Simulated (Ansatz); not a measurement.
Total energies of C3H7GaO, SMILES `C=C(O)[CH2][GaH2]`.

Z-matrix (Å, degrees):
```
C
Ga 1 2.009
C 1 1.478 2 96.0
H 1 1.093 2 108.3 3 114.6
H 1 1.088 2 118.9 3 -119.6
O 2 2.388 1 62.5 3 -20.3
H 2 1.572 1 118.0 3 69.2
H 2 1.570 1 120.2 3 -114.0
C 3 1.327 1 130.6 2 -141.3
H 6 0.963 2 142.8 1 138.1
H 9 1.080 3 120.0 1 -5.9
H 9 1.084 3 122.1 1 173.9
```

The species carries charge 0 and has multiplicity 1. Correlated methods include outer-core shells of Ga, which these sets cover unevenly. Scalar relativity is left out up to krypton. Geometry: relaxed with PBE0-D4/def2-TZVP. It is one conformer, not always the lowest. Basis def2-TZVPP, the Gaussian-basis code of Ansatz.

RPA on PBE orbitals: Hartree–Fock energy of these orbitals -2115.75665 Eh, correlation -1.56191 Eh (frozen core).

```
functional                                kind  energy without D4 (Eh)  D4 term (kJ/mol)
      PBE0  global hybrid, 25 % exact exchange             -2118.16914             -21.7
 CAM-B3LYP              range-separated hybrid             -2118.67573             -22.0
```

Problem. Give the same for LDA (SPW92), PBE, revPBE, BLYP, r2SCAN, B97M-V, B3LYP, r2SCANh, r2SCAN0, HSE06 (plane-wave form), BHLYP, LC-ωPBE, ωB97X-V, ωB97M-V, B2PLYP, PBE-QIDH. (Best estimate.)

Solution. Computed: 
| functional | kind | energy without D4 (Eh) | D4 term (kJ/mol) |
| --- | --- | --- | --- |
| LDA (SPW92) | LDA | -2113.97075 | – |
| PBE | GGA | -2118.11290 | -25.8 |
| revPBE | GGA | -2118.44738 | -79.6 |
| BLYP | GGA | -2118.64156 | -56.8 |
| r2SCAN | meta-GGA | -2118.53004 | -6.3 |
| B97M-V | meta-GGA with VV10 | -2118.26650 | – |
| B3LYP | global hybrid, 20 % | -2118.70718 | -41.6 |
| r2SCANh | meta-GGA hybrid, 10 % | -2118.50930 | -6.7 |
| r2SCAN0 | meta-GGA hybrid, 25 % | -2118.47989 | -7.4 |
| HSE06 (plane-wave form) | screened hybrid | -2118.15785 | -20.3 |
| BHLYP | global hybrid, 50 % | -2118.50818 | -31.7 |
| LC-ωPBE | long-range corrected hybrid | -2118.27867 | – |
| ωB97X-V | range-separated hybrid GGA with VV10 | -2118.41395 | – |
| ωB97M-V | range-separated hybrid meta-GGA with VV10 | -2118.45982 | – |
| B2PLYP | double hybrid | -2118.12360 | – |
| PBE-QIDH | double hybrid | -2117.80450 | – |

B3LYP takes the VWN-RPA correlation (the form of Gaussian; ORCA's B3LYP/G). HSE06 is the plane-wave form, built on full-range PBE exchange. The double hybrids freeze the cores in their second-order part.

LC-ωPBE has ω = 0.4 bohr⁻¹.
